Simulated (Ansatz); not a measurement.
CH6FGeNO, SMILES `[CH3][Ge]([NH2])([OH])[F]`, relaxed with RKS PBE-D4/def2-SVP in the Gaussian-basis code of Ansatz from a rough embedded geometry. The force threshold is 0.03 eV/Å; the program also tests the step.

The species carries charge 0 and has multiplicity 1.

Start:

```xyz
11

C    -0.457    1.260    0.129
Ge   -0.199   -0.616   -0.031
N     1.405   -0.904   -0.871
O    -0.117   -1.387    1.557
F    -1.496   -1.367   -0.967
H    -0.538    1.750   -0.917
H     0.324    1.747    0.689
H    -1.468    1.451    0.582
H     1.413   -0.398   -1.826
H     2.180   -0.401   -0.325
H    -1.047   -1.135    1.980
```

| step | energy (eV) | largest force (eV/Å) | largest move (Å) |
| --- | --- | --- | --- |
| 1 | -63879.5837 | 2.608 | 0.000 |
| 2 | -63879.9878 | 1.050 | 0.194 |
| 3 | -63880.0401 | 0.274 | 0.070 |
| 4 | -63880.0493 | 0.162 | 0.047 |
| 5 | -63880.0563 | 0.295 | 0.114 |
| 6 | -63880.0638 | 0.154 | 0.200 |
| 7 | -63880.0722 | 0.258 | 0.102 |
| 8 (rejected) | -63880.0398 | 1.391 | 0.198 |
| 9 | -63880.0848 | 0.133 | 0.099 |
| 10 | -63880.0923 | 0.390 | 0.100 |
| 11 | -63880.1080 | 0.202 | 0.067 |
| 12 | -63880.1301 | 0.164 | 0.200 |
| 13 | -63880.1310 | 0.152 | 0.006 |
| 14 | -63880.1426 | 0.052 | 0.123 |
| 15 | -63880.1432 | 0.041 | 0.011 |
| 16 (rejected) | -63880.1420 | 0.295 | 0.102 |
| 17 | -63880.1454 | 0.014 | 0.051 |
| 18 | -63880.1457 | 0.136 | 0.071 |
| 19 | -63880.1464 | 0.017 | 0.012 |

End:

```xyz
11

C    -0.634    1.451    0.005
Ge   -0.145   -0.431    0.002
N     1.326   -0.789   -1.011
O     0.089   -1.179    1.616
F    -1.520   -1.335   -0.642
H    -0.599    1.849   -1.028
H     0.062    2.029    0.643
H    -1.663    1.566    0.395
H     1.923    0.015   -1.221
H     1.897   -1.564   -0.661
H    -0.738   -1.613    1.900
```

Run time 24 s (4 threads of an Arm Neoverse V2 on a shared host); peak host memory 0.19 GiB.
